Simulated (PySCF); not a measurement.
# BaLi: from constants to spectrum

PBE0 constants of BaLi, ²Σ⁺ (doublet), unpaired electrons σ ↑ (PySCF, spin-free X2C with a Gaussian nucleus, basis sets Ba x2c-TZVPall, Li x2c-TZVPall; masses 137.9052 and 7.0160 u):

```
ωe              : 187.5 cm⁻¹
ωexe            : 1.79 cm⁻¹
Be              : 0.18464 cm⁻¹
αe              : 0.00207 cm⁻¹
D (centrifugal) : 7.16e-07 cm⁻¹
De to Ba + Li   : 0.447 eV
```

(1) Give the vibrational terms G(v) and spacings up to v = 6.

(2) How well does the Morse estimate ωe²/(4ωexe) reproduce De, and what is D0?

Spin–orbit coupling is left out. The state is the lowest determinant that a PBE0 search found; another state may lie lower at other levels.

Answers

(1) G(v) = ωe(v+½) − ωexe(v+½)².

```json
{"v": "0", "G(v) (cm⁻¹)": "93.3", "G(v) − G(v−1)": "", "Bv (cm⁻¹)": "0.1836"}
{"v": "1", "G(v) (cm⁻¹)": "277.2", "G(v) − G(v−1)": "183.9", "Bv (cm⁻¹)": "0.1815"}
{"v": "2", "G(v) (cm⁻¹)": "457.6", "G(v) − G(v−1)": "180.3", "Bv (cm⁻¹)": "0.1795"}
{"v": "3", "G(v) (cm⁻¹)": "634.3", "G(v) − G(v−1)": "176.8", "Bv (cm⁻¹)": "0.1774"}
{"v": "4", "G(v) (cm⁻¹)": "807.5", "G(v) − G(v−1)": "173.2", "Bv (cm⁻¹)": "0.1753"}
{"v": "5", "G(v) (cm⁻¹)": "977.1", "G(v) − G(v−1)": "169.6", "Bv (cm⁻¹)": "0.1733"}
{"v": "6", "G(v) (cm⁻¹)": "1143.1", "G(v) − G(v−1)": "166.0", "Bv (cm⁻¹)": "0.1712"}
```

(2) It gives 0.609 eV, 136 % of the computed De. D0 = De − G(0) = 0.447 − 0.012 = 0.435 eV.
